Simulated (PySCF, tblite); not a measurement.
Isomers of C5H4ClF4 (doublet state). Computed values, GFN2-xTB/tblite, gas phase, harmonic and unscaled. Against measured fundamentals such values can be off by several per cent, at times by over 20. One conformer each. Open shells enter through the occupations alone, without spin polarisation, and single modes of such species can be off by tens of per cent.

Electronic energies: B3LYP/pcH-1 single points on the GFN2-xTB geometries (PySCF, gas phase).

```csv
SMILES,"electronic energy, lowest = 0 (kcal/mol)"
F/C(=C\[CH]Cl)CC(F)(F)F,0.0
F[C@@H]1C[C](C(F)(F)F)[C@H]1Cl,22.4
F/C([CH]C(F)(F)F)=C\CCl,3.6
```

**Question.** How do GFN2-xTB zero-point energies change the relative energies?

**Answer.** 
| SMILES | ZPE (kcal/mol) | of it from modes above 1550 cm⁻¹ | electronic (kcal/mol) | with ZPE, lowest = 0 (kcal/mol) | lowest mode (cm⁻¹) | rings |
| --- | --- | --- | --- | --- | --- | --- |
| F/C(=C\[CH]Cl)CC(F)(F)F | 50.4 | 17.4 | 0.0 | 0.0 | 24 | 0 |
| F/C([CH]C(F)(F)F)=C\CCl | 50.0 | 17.5 | 3.6 | 3.2 | 26 | 0 |
| F[C@@H]1C[C](C(F)(F)F)[C@H]1Cl | 50.8 | 16.9 | 22.4 | 22.8 | 23 | 1 |

The zero-point energies span 0.8 kcal/mol, from `F/C([CH]C(F)(F)F)=C\CCl` to `F[C@@H]1C[C](C(F)(F)F)[C@H]1Cl`. The order is unchanged.

**Question.** And how do the electronic energies of GFN2-xTB itself compare?

**Answer.** `F/C(=C\[CH]Cl)CC(F)(F)F` 0.0; `F/C([CH]C(F)(F)F)=C\CCl` 9.3; `F[C@@H]1C[C](C(F)(F)F)[C@H]1Cl` 12.5 kcal/mol, lowest = 0. Against the energies above, taken from the same isomer `F/C(=C\[CH]Cl)CC(F)(F)F`, the largest difference is 9.9 kcal/mol.
